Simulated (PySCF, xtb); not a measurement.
B(OH)(SeH)2 (BH₃OSe₂), SMILES OB([SeH])[SeH].

GFN2-xTB run with xtb 6.7.1 at its own geometry gives an orbital gap of 4.44 eV and a dipole moment of 3.75 D.

Geometry optimised at B3LYP-D3(BJ)/def2-SVP. The values are those of a single conformer.

### Question
What does PBE/def2-TZVP in PySCF give? (An estimate is asked for; the answer gives what the named calculation found.)

### Answer
gap 4.51 eV (levels -5.86 and -1.35 eV), dipole 1.95 D.
